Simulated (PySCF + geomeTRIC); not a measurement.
Species: [Sc(OH)3] (charge 0, multiplicity 1).

Give a relaxed geometry from BP86-D3(BJ)/def2-SVP (PySCF + geomeTRIC).

This is not unique; one that fits is the end point of this relaxation, one of several conformers.
Cartesian coordinates (Å) in one orientation:
```xyz
7

Sc     0.157    -0.127     0.305
O      1.795     0.797     0.388
H      2.197     1.676     0.468
O      0.142    -2.006     0.204
H      0.711    -2.792     0.168
O     -1.468     0.822     0.342
H     -2.434     0.736     0.330
```
